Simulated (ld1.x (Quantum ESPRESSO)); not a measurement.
**Varying the TM semilocal potential for rhodium**

Base potential:

ld1.x (Quantum ESPRESSO) 7.5 input, shortened:

```
&input
   title='Rh', zed=45., rel=1, dft='REVPBE', iswitch=3,
   config='[Kr] 4d7 5s0 5p0'
 /
 &inputp
   pseudotype=1, tm=.true., lloc=0,
   nlcc=.false.
 /
3
4P  2  1   6.00   0.00  1.40  1.40  0.0
4D  3  2   7.00   0.00  1.50  1.50  0.0
4S  1  0   2.00   0.00  0.95  0.95  0.0
 &test
   configts(1)='4s2 4p6 4d7 5s0 5p0'
 /
```

All-electron outer shells of the reference configuration (revPBE, scalar-relativistic, ld1.x):

```
shell  level (eV)  outermost node (bohr)  outermost maximum (bohr)
   3d     -321.65                      –                      0.29
   4s     -103.37                   0.47                      0.88
   4p      -71.17                   0.47                      0.94
   4d      -25.66                   0.46                      1.13
   5s      -19.52                   1.17                      2.35
   5p      -13.71                   1.31                      2.84
```

Cutoffs, loose and tight: the cutoffs (Ry, on a coarse ladder) from which the occupation-weighted sum of valence levels, in a spherical-Bessel basis at the reference potential, stays within 10 and 1 mRy of its value at 400 Ry. They do not see the model core or the augmentation charge, which bear on the density cutoff. Test errors are all-electron minus pseudo excitation energies from the reference, over the configurations 4s2 4p6 4d8 5s1 5p0; 4s2 4p6 4d8 5s0 5p0; 4s2 4p6 4d6 5s0 5p0; 4s2 4p6 4d8 5s0 5p1; 4s2 4p6 4d5 5s0 5p0; 4s2 4p6 4d8 5s0.5 5p0; 4s1 4p6 4d8 5s1 5p0. A dash means not determined; rows that change the core or the reference have their own tests.

A semilocal file is local in each channel, so a ghost entry of none says nothing of the separable form that plane-wave codes build from it.

```tsv
change	outcome	cutoff, loose	cutoff, tight	bound ghosts	largest test error (meV)
base	generated	140 Ry	230 Ry	none	+83
wave 4p (bound): rc 1.40 bohr becomes 4p (bound): rc 1.00 bohr	generated	140 Ry	230 Ry	none	+77
wave 4p (bound): rc 1.40 bohr becomes 4p (bound): rc 1.18 bohr	generated	140 Ry	230 Ry	none	+78
wave 4p (bound): rc 1.40 bohr becomes 4p (bound): rc 1.32 bohr	generated	140 Ry	230 Ry	none	+80
wave 4p (bound): rc 1.40 bohr becomes 4p (bound): rc 1.44 bohr	generated	140 Ry	230 Ry	none	+83
wave 4p (bound): rc 1.40 bohr becomes 4p (bound): rc 1.58 bohr	generated	140 Ry	230 Ry	none	+86
wave 4p (bound): rc 1.40 bohr becomes 4p (bound): rc 1.70 bohr	generated	140 Ry	230 Ry	none	+87
wave 4p (bound): rc 1.40 bohr becomes 4p (bound): rc 1.88 bohr	generated	140 Ry	230 Ry	none	+106
wave 4p (bound): rc 1.40 bohr becomes 4p (bound): rc 1.96 bohr	generated	140 Ry	230 Ry	none	+107
wave 4p (bound): rc 1.40 bohr becomes 4p (bound): rc 2.12 bohr	generated	140 Ry	230 Ry	none	+94
```

Problem. What comes out with this change to the base: wave 4p (bound): rc 1.40 bohr becomes 4p (bound): rc 0.88 bohr?

Solution. outcome: generated; cutoff, loose: 230 Ry; cutoff, tight: over 300 Ry; bound ghosts: none; largest test error (meV): +79.

Reading the sweep of the p radius (base included, trends over the rows without a ghost): The loose cutoff falls from 230 Ry at 0.88 to 140 Ry at 2.12 bohr. A larger radius leaves more room for a smooth pseudo-wave, so fewer plane waves are needed; a smaller one forces it to follow the all-electron wave where it bends sharply. The median size of the test errors (rows with all tests solved) is not monotonic: lowest 11.9 meV at 1 bohr, highest 40.1 meV at 1.96 bohr.
